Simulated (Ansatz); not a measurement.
CH$_{3}$ClGe, SMILES `[CH3][Ge][Cl]`, charge 0, multiplicity 1.

Give a relaxed structure at PBE0-D4/def2-TZVP (Ansatz 0.2.0). (An estimate is asked.)

Ansatz gave: 
```xyz
6

C    -0.0196    0.5710   -0.2747
Ge   -0.8572   -1.2273   -0.2576
Cl    0.4186   -2.0646    1.3258
H    -0.4935    1.2278   -1.0070
H     1.0454    0.4739   -0.5073
H    -0.0937    1.0192    0.7208
```
Point group Cs.
